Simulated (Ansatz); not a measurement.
Basis-set extrapolation for `C=C([SiH3])NBF` (PBE0-D4/def2-TZVP geometry, frozen core, Ansatz). Multiplicity 1, RHF reference.

```csv
,def2-TZVPP,def2-QZVPP
HF,-547.513107,-547.533804
MP2 correlation,-1.001838,-1.077037
CCSD(T) correlation,-1.090346,not run
```

Energies in hartree. Use E(X) = E(∞) + A·exp(−7.88·√X) for Hartree–Fock and E(X) = E(∞) + B·X^(−2.97) for correlation, with X = 3 and 4, and add CCSD(T) minus MP2 of the smaller set to the MP2 limit.

What is the CCSD(T) energy at the basis-set limit?

HF limit: -547.533804 + (-0.020697) × 0.13774 = -547.53665. MP2 limit: -1.077037 + (-0.075199) × 0.74074 = -1.13274. Higher-order term: -1.090346 − (-1.001838) = -0.08851. Total: -548.75790 hartree, 96.9 kcal/mol below CCSD(T)/def2-TZVPP.
